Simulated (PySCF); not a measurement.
## Löwdin shares of the frontier orbitals

Titanium dioxide, TiO2 (singlet state).
Geometry (PBE0-D3(BJ)/def2-TZVP, Å), atoms numbered from 1 in this order:
```
atom  x, y, z in Å
O1    -1.3577   -0.2065    0.0045
Ti2    0.0069    0.6803   -0.0057
O3     1.3344   -0.2605   -0.0186
```

The calculation used TDDFT CAM-B3LYP/aug-cc-pVTZ, vertical, gas phase, core orbitals frozen in the response (PySCF 2.14.0, density-fitted response routines). Geometry: PBE0-D3(BJ)/def2-TZVP; no solvent, vibrations or thermal averaging.

Kohn–Sham orbitals with the atoms that hold most of them (Löwdin shares over 4%, at most four atoms; ? is withheld):

```csv
orbital,ε (eV),atoms
LUMO+2,-0.90,"Ti2 85%, O1 8%, O3 8%"
LUMO+1,-1.07,"Ti2 90%, O3 5%, O1 5%"
LUMO,?,"Ti2 82%, O3 9%, O1 9%"
HOMO,-8.80,?
HOMO-1,-9.75,?
HOMO-2,-10.09,"O1 38%, O3 38%, Ti2 24%"
HOMO-3,-10.57,"O3 37%, O1 36%, Ti2 27%"
```

Task: Which atoms hold the HOMO-1, and with what shares?

Result: O1 (bonded to Ti) 38%; O3 (bonded to Ti) 38%; Ti2 (bonded to 2 O) 25%. By element: oxygen 75%, titanium 25%.

Task: Which atoms hold the HOMO, and with what shares?

Result: O1 (bonded to Ti) 42%; O3 (bonded to Ti) 42%; Ti2 (bonded to 2 O) 16%. By element: oxygen 84%, titanium 16%.

Task: What is the LUMO energy, and the HOMO–LUMO gap?

Result: ε(LUMO) = -2.25 eV; the gap is 6.55 eV (0.2406 hartree).

Task: How does S1 compare with the orbital gap of 6.55 eV?

Result: S1 is at 2.93 eV (f = 0.0058), 3.61 eV below the gap, made of HOMO→LUMO (79%), HOMO→LUMO+2 (19%). Without the coupling terms of the response equations the lowest excitation would equal the gap.

Task: Give energy, strength and leading configuration of S1, S2, S4, S5 and S6, and follow the Löwdin shares of the leading atoms from the occupied to the empty orbital.

Result: 
- S1 (2.93 eV, f 0.0058), HOMO→LUMO (79%): O1 42% → 9%, O3 42% → 9%, Ti2 16% → 82%; the Löwdin share of titanium is 16% in HOMO and 82% in LUMO
- S2 (3.52 eV, f 0.0000), HOMO→LUMO+1 (91%): O1 42% → 5%, O3 42% → 5%, Ti2 16% → 90%; the Löwdin share of titanium is 16% in HOMO and 90% in LUMO+1
- S4 (3.75 eV, f 0.0002), HOMO-1→LUMO (85%): O1 38% → 9%, O3 38% → 9%, Ti2 25% → 82%; the Löwdin share of titanium is 25% in HOMO-1 and 82% in LUMO
- S5 (4.12 eV, f 0.020), HOMO-2→LUMO (82%): O1 38% → 9%, O3 38% → 9%, Ti2 24% → 82%; the Löwdin share of titanium is 24% in HOMO-2 and 82% in LUMO
- S6 (4.21 eV, f 0.0010), HOMO-1→LUMO+1 (89%): O1 38% → 5%, O3 38% → 5%, Ti2 25% → 90%; the Löwdin share of titanium is 25% in HOMO-1 and 90% in LUMO+1
